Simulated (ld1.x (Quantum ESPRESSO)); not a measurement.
**rhenium (Re), TM: configuration errors across variants**

```json
{
 "Element": "rhenium",
 "Generator": "ld1.x (Quantum ESPRESSO) 7.5",
 "Type": "norm-conserving Troullier–Martins (Kleinman–Bylander form)",
 "Functional": "BP86",
 "Relativity": "scalar-relativistic",
 "Frozen core": "[Xe] 4f14",
 "Valence charge": "7",
 "Reference configuration": "5d5 6s2 6p0",
 "Partial waves": "6s (bound): rc 2.40 bohr; 6p (bound, empty): rc 2.80 bohr; 5d (bound): rc 2.20 bohr",
 "Local potential": "the d channel",
 "Core correction": "Bessel-smoothed model core, default radius (core density twice the valence density)"
}
```

All-electron excitation energies from the reference (eV): (1) 5d5 6s1 6p0 9.430; (2) 5d5 6s0 6p0 25.937; (3) 5d4 6s0 6p0 53.197; (4) 5d5.5 6s1.5 6p0 0.396; (5) 5d3 6s0 6p0 92.669.

The default core radius of the base comes out at 1.43 bohr.

Tests that are not counted but printed errors over 1 eV. “base”: 5d5 6s0 6p2 (solver errors, printed error -10.2 eV); 5d4 6s2 6p1 (solver errors, printed error -2.5 eV). “core correction Bessel-smoothed model core inside 0.90 bohr”: 5d5 6s0 6p2 (pseudo-atom not self-consistent, printed error -230 eV); 5d4 6s2 6p1 (solver errors, printed error -2.5 eV). “core correction Bessel-smoothed model core inside 1.22 bohr”: 5d5 6s0 6p2 (solver errors, printed error -10.2 eV); 5d4 6s2 6p1 (solver errors, printed error -2.5 eV). “core correction Bessel-smoothed model core inside 1.42 bohr”: 5d5 6s0 6p2 (solver errors, printed error -10.2 eV); 5d4 6s2 6p1 (solver errors, printed error -2.5 eV). “core correction Bessel-smoothed model core inside 1.64 bohr”: 5d5 6s0 6p2 (solver errors, printed error -10.2 eV); 5d4 6s2 6p1 (solver errors, printed error -2.5 eV).

A true bound ghost makes a file unfit for plane-wave use even where its test errors are small: the radial tests pick states by their node count and pass the ghost by. Where a test does run into it, the solver fails or the error is huge.

Errors AE − PS in meV (a dash: test not solved or not reliable):

```tsv
change	(1)	(2)	(3)	(4)	(5)	bound ghosts
base	-11	-51	-98	-15	-437	s, p
core correction Bessel-smoothed model core inside 0.90 bohr	-11	-51	-98	-15	-437	s, p
core correction Bessel-smoothed model core inside 1.22 bohr	-11	-51	-98	-15	-437	s, p
core correction Bessel-smoothed model core inside 1.42 bohr	-11	-51	-98	-15	-437	s, p
core correction Bessel-smoothed model core inside 1.64 bohr	-11	-51	-98	-15	-437	s, p
core correction Bessel-smoothed model core inside 1.94 bohr	-11	-49	-98	-15	-431	s, p
core correction Bessel-smoothed model core inside 2.42 bohr	-9.8	-44	-93	-13	-380	s, p
core correction Bessel-smoothed model core inside 2.66 bohr	-9.0	-40	-85	-12	-329	s, p
```

Task: Give the same row for: core correction Bessel-smoothed model core inside 2.22 bohr.

Result: -10, -47, -97, -14, -410; bound ghosts: s, p. Not counted: 5d5 6s0 6p2 (pseudo-atom not self-consistent, printed error -224 eV); 5d4 6s2 6p1 (solver errors, printed error -2.5 eV).
